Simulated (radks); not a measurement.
Problem. Coherent X-ray form factor from a spherical all-electron density. Method: Dirac Kohn-Sham, PBE, spin-unpolarised, spherical densities, finite nucleus; Fermi nuclear charge, rms radius of each element as measured or else 0.836 A^(1/3) + 0.57 fm; computed with a radial shooting solver on a logarithmic mesh with Libxc functionals.

sin(theta)/lambda (1/angstrom)  f0 (electrons)
0.05                                    43.583
0.1                                     42.385
0.15                                    40.551
0.2                                     38.281
0.25                                    35.789
0.3                                     33.261
0.4                                     28.615
0.5                                     24.901
0.6                                     22.120
0.8                                     18.386
1                                       15.665
1.25                                    12.658
1.5                                     10.100
2                                        6.882

The species is in the configuration that NIST lists as its ground one. Which atom or ion scatters so?

Solution. The cadmium ion Cd4+, [Kr] 4d8. Extrapolating in s^2 from the first two rows gives f0(0) = 44.0, near the electron count 44; among species with that count, the fall with angle is slower the higher Z, and the table is that of Z = 48; from so few rows the species is fixed only to a neighbour or two.
